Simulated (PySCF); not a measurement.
**Simulated absorption spectrum**

Compound: C2H8F3PSi2.
Atom-mapped SMILES: `[F:1][C:2]([F:3])([F:4])[SiH2:5][CH2:6][SiH2:7][PH2:8]` (hydrogens: H9, H10 on Si5; H11, H12 on C6; H13, H14 on Si7; H15, H16 on P8)

Method used: PySCF 2.14.0, density-fitted response routines, TDDFT CAM-B3LYP/def2-SVPD, vertical, gas phase, core orbitals frozen in the response. The structure is a single GFN2-xTB conformer in the gas phase; no vibrational or solvent corrections. Torsions of this conformer, `[F:1][C:2]([F:3])([F:4])[SiH2:5][CH2:6][SiH2:7][PH2:8]`: F1–C2–Si5–C6 58°, C2–Si5–C6–Si7 -171°, Si5–C6–Si7–P8 -49°, H–P8–Si7–C6 -75°, H–P8–Si7–C6 -168°.

Broadening: Gaussians 0.3 eV wide at half height, area fixed by f = 4.319×10⁻⁹ ∫ε dν̃. The width is an assumption, not a result. The curve ends short of the highest state used, and states not computed would add to its high-energy end.

(λ (nm), ε (L mol⁻¹ cm⁻¹)): (162.5, 1842), (164.3, 3881), (166.1, 5875), (167.9, 7662), (169.7, 10847), (171.5, 15735), (173.2, 18826), (175.0, 17204), (176.8, 11641), (178.6, 6128), (180.4, 3173), (182.2, 2668), (183.9, 3340), (185.7, 4212), (187.5, 4612), (189.3, 4311), (191.1, 3422), (192.9, 2289), (194.6, 1331), (196.4, 630), (198.2, 249), (200.0, 83), (201.8, 23), (203.6, 6)

Question: Where are the band maxima, and which computed states make them?

Answer: 188 nm (6.61 eV), ε about 4600, made up of S1 (56%) and S2 (44%); 174 nm (7.14 eV), ε about 19000, made up of S3 (98%) (ε in L mol⁻¹ cm⁻¹; maxima over ε = 5, shares over 10%). The states used: S1 6.54 eV (f 0.033); S2 6.69 eV (f 0.028); S3 7.14 eV (f 0.206); S4 7.38 eV (f 0.012); S5 7.45 eV (f 0.048); S6 7.89 eV (f 0.0032); S7 8.18 eV (f 0.021); S8 8.23 eV (f 0.051).

Question: On this curve, what absorbance would a 10⁻⁵ mol/L sample give at 193 nm over a 1 cm path?

Answer: 193 nm is 6.424 eV, where ε is about 2200 L mol⁻¹ cm⁻¹, so A = ε c l ≈ 0.022 (Beer–Lambert, with the gas-phase spectrum and the assumed width).

Question: Coming from long wavelengths, where does ε first pass 100 L mol⁻¹ cm⁻¹?

Answer: At about 200 nm (6.21 eV), 0.33 eV below S1.

Question: What would ε be at 7.14 eV, the highest of these maxima, with half the width (0.15 eV)?

Answer: About 37100 L mol⁻¹ cm⁻¹ against 18900, a factor of about 1.96; a lone state at its own centre would give exactly 2.
